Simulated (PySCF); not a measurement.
# Stretching SiSn

Set-up: Si def2-TZVPP, Sn def2-TZVPP with ECP28; scalar-relativistic core potentials (PySCF 2.14). Energies in eV from Si + Sn in their ground configurations at the same level. State: ³Σ⁻ (triplet), unpaired electrons π ↑↑.

All columns are PBE0. A positive dipole means Si(−)Sn(+).

| R (Å) | E (eV) | μ (D) | Mulliken charge on Si (basis-dependent) | HOMO (eV) | LUMO (eV) | Mayer bond order | ⟨S²⟩ |
| --- | --- | --- | --- | --- | --- | --- | --- |
| 2.164 | -1.797 | 0.81 | -0.17 | -5.28 | -3.80 | 1.93 | 2.01 |
| 2.264 | -2.334 | 0.90 | -0.17 | -5.32 | -3.64 | 1.93 | 2.01 |
| 2.365 | -2.629 | 0.98 | -0.16 | -5.35 | -3.50 | 1.94 | 2.01 |
| 2.441 | -2.734 | 1.04 | -0.16 | -5.36 | -3.41 | 1.94 | 2.01 |
| 2.516 | -2.762 | 1.09 | -0.15 | -5.36 | -3.33 | 1.95 | 2.01 |
| 2.591 | -2.731 | 1.14 | -0.14 | -5.36 | -3.25 | 1.96 | 2.01 |
| 2.692 | -2.621 | 1.20 | -0.13 | -5.34 | -3.17 | 1.96 | 2.01 |
| 2.818 | -2.407 | 1.27 | -0.12 | -5.30 | -3.08 | 1.97 | 2.01 |
| 2.969 | -2.085 | 1.34 | -0.11 | -5.24 | -2.99 | 1.98 | 2.01 |
| 3.170 | -1.607 | 1.42 | -0.10 | -5.14 | -3.11 | 1.99 | 2.00 |

A fit through these points gives, at Re = 2.511 Å, μ = 1.09 D and dμ/dR = 0.680 D/Å; the reduced mass is 22.68 u.

Q: How strong is the fundamental in the double-harmonic approximation, I = 42.26·(dμ/dR)²/μred km/mol?

A: I = 42.26·(0.680)²/22.68 = 0.862 km/mol at PBE0.

Spin–orbit coupling is left out, which matters for elements this heavy, above all for dissociation energies. The state was picked by a PBE0 search and need not be the measured ground state.
